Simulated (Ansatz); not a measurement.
Basis-set extrapolation for H4S4Si, SMILES `S[Si](S)(S)S` (PBE0-D4/def2-TZVP geometry, frozen core, Ansatz). Multiplicity 1, RHF reference.

|  | def2-TZVPP | def2-QZVPP |
| --- | --- | --- |
| HF | -1881.580477 | -1881.633994 |
| MP2 correlation | -0.830525 | -0.905030 |
| CCSD(T) correlation | -0.945426 | not run |

Energies in hartree. Use E(X) = E(∞) + A·exp(−7.88·√X) for Hartree–Fock and E(X) = E(∞) + B·X^(−2.97) for correlation, with X = 3 and 4, and add CCSD(T) minus MP2 of the smaller set to the MP2 limit.

Task: What is the CCSD(T) energy at the basis-set limit?

Result: HF limit: -1881.633994 + (-0.053517) × 0.13774 = -1881.64137. MP2 limit: -0.905030 + (-0.074505) × 0.74074 = -0.96022. Higher-order term: -0.945426 − (-0.830525) = -0.11490. Total: -1882.71649 hartree, 119.6 kcal/mol below CCSD(T)/def2-TZVPP.
